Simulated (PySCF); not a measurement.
Job file and geometry (Å, from GFN2-xTB) of an NMR shielding run on `S[SiH2]O[SiH2]S[SiH2]S`, H8OS3Si3, PySCF 2.14.0, density-fitted response routines, GIAO PBE0/pcSseg-1 NMR shielding, non-relativistic, gas phase; density fitting, a coarse starting grid and PySCF grid level 2 are the driver's defaults:

```
$ OMP_NUM_THREADS=1 python probes_run.py task.json out

{"job": {"kind": "nmr", "xc": "PBE0", "basis": "pcSseg-1"}, "charge": 0, "multiplicity": 1}
S      3.716982    -1.518498    -0.593583
Si     2.908515     0.357576     0.051163
O      1.428863     0.410983    -0.588910
Si    -0.082125    -0.122248    -0.752744
S     -1.128018     0.668998     0.946223
Si    -3.097748    -0.136585     0.686391
S     -3.920360     0.401621    -1.220504
H      4.906362    -1.374996    -0.028819
H      2.838624     0.369420     1.502616
H      3.609176     1.460098    -0.581850
H     -0.545436     0.505629    -1.975672
H     -0.131250    -1.573354    -0.697378
H     -3.863628     0.468736     1.758078
H     -3.086049    -1.585665     0.654790
H     -3.558323     1.676276    -1.193023
```

Problem. What does the program print?

Solution. 
```
coarse grid: 15792 points
cycle   1  E = -2142.1288017962  dE =  6.744e-01  |g| = 8.044e-01  |ddm| = 3.717e+00
cycle   2  E = -2141.9464250311  dE =  1.824e-01  |g| = 1.270e+00  |ddm| = 1.751e+00
cycle   3  E = -2142.2530989875  dE = -3.067e-01  |g| = 1.281e-01  |ddm| = 1.167e+00
cycle   4  E = -2142.2566354786  dE = -3.536e-03  |g| = 4.348e-02  |ddm| = 1.911e-01
cycle   5  E = -2142.2570749054  dE = -4.394e-04  |g| = 5.473e-03  |ddm| = 5.735e-02
cycle   6  E = -2142.2570807624  dE = -5.857e-06  |g| = 2.640e-03  |ddm| = 1.074e-02
final grid: 125200 points
cycle   7  E = -2142.3116807416  dE = -1.833e-05  |g| = 8.682e-03  |ddm| = 2.475e-02
cycle   8  E = -2142.3116709459  dE =  9.796e-06  |g| = 1.152e-02  |ddm| = 1.650e-02
cycle   9  E = -2142.3116940367  dE = -2.309e-05  |g| = 1.525e-03  |ddm| = 8.924e-03
cycle  10  E = -2142.3116945026  dE = -4.659e-07  |g| = 1.077e-04  |ddm| = 1.556e-03
cycle  11  E = -2142.3116945057  dE = -3.120e-09  |g| = 4.074e-05  |ddm| = 2.153e-04
cycle  12  E = -2142.3116945062  dE = -4.779e-10  |g| = 9.886e-06  |ddm| = 6.734e-05
converged SCF energy = -2142.3116945062

GIAO shielding tensors (ppm)
atom      isotropic    diamagn.    paramagn.     s11        s22        s33       span
  0 S      742.727    1057.331    -314.605    631.630    669.929    926.621    294.991
  1 Si     365.842     879.585    -513.743    343.432    357.020    397.074     53.642
  2 O      297.082     399.686    -102.604    230.618    296.501    364.126    133.508
  3 Si     366.817     880.987    -514.170    339.390    361.778    399.283     59.893
  4 S      711.376    1063.084    -351.709    613.170    719.183    801.775    188.605
  5 Si     372.502     879.352    -506.850    300.804    402.705    413.998    113.195
  6 S      699.743    1057.282    -357.539    573.863    686.691    838.676    264.813
  7 H       31.911      27.724       4.187     24.155     26.884     44.694     20.539
  8 H       25.839      30.225      -4.386     21.692     25.487     30.338      8.645
  9 H       26.013      28.369      -2.355     21.537     24.873     31.631     10.094
 10 H       26.009      31.011      -5.002     20.493     27.124     30.410      9.917
 11 H       25.940      31.348      -5.408     21.257     26.707     29.857      8.600
 12 H       26.209      28.294      -2.086     20.917     24.946     32.763     11.846
 13 H       26.379      28.946      -2.567     22.157     25.050     31.929      9.772
 14 H       31.278      31.092       0.186     23.890     28.611     41.332     17.441
```

Problem. Turn these shieldings into chemical shifts. Shifts are taken against calculated references (same method and geometry level): ³³S (σref 503.73) against CS2; TMS for ²⁹Si (σref 349.16) and ¹H (σref 31.72); H2O for ¹⁷O (σref 336.08).

Solution. Averaging equivalent atoms: S 6: -196; S 4: -208; S 0: -239; Si 1: -16.7; Si 3: -17.7; Si 5: -23.3; O 2: 39.0; H 8/9: 5.79; H 10/11: 5.74; H 12/13: 5.42; H 14: 0.44; H 7: -0.19 ppm. Experimental scales use liquid or dissolved standards, which lie at an offset from isolated H2O (liquid H2O: subtract about 36 ppm).

Size and cost of the density-fitted run: 201 basis functions, 51 s wall time on 1 thread of an Arm Neoverse V1, shared host; peak memory 0.9 GiB.
